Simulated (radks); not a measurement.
Ti2+, configuration [Ar] 3d2 (the NIST ground configuration). All-electron calculation, scalar-relativistic Kohn-Sham, B86b exchange with PBE correlation, spin-polarised, spherical densities, finite nucleus; open shells are filled with parallel spins first; Fermi nuclear charge, rms radius 3.5921 fm. Program: a radial shooting solver on a logarithmic mesh with Libxc functionals. Some entries of the table are withheld. Estimate them.

orbital  occ.  eigenvalue (eV)  <r> (bohr)
1s down     1        -4886.294     0.06958
1s up       1        -4886.277     0.06958
2s up       1        -553.0891      0.3250
2s down     1        -552.5104      0.3247
2p up       3        -460.3486      0.2900
2p down     3        -459.9033      0.2897
3s up       1         -79.3574       1.007
3s down     1         -77.4479       1.007
3p up       3              (1)       1.083
3p down     3              (2)       1.084
3d up       2         -20.4319       1.420
3d down     0         -18.6138       1.439

Answer. 
(1) 3p up eigenvalue (eV): -55.5667
(2) 3p down eigenvalue (eV): -53.6665
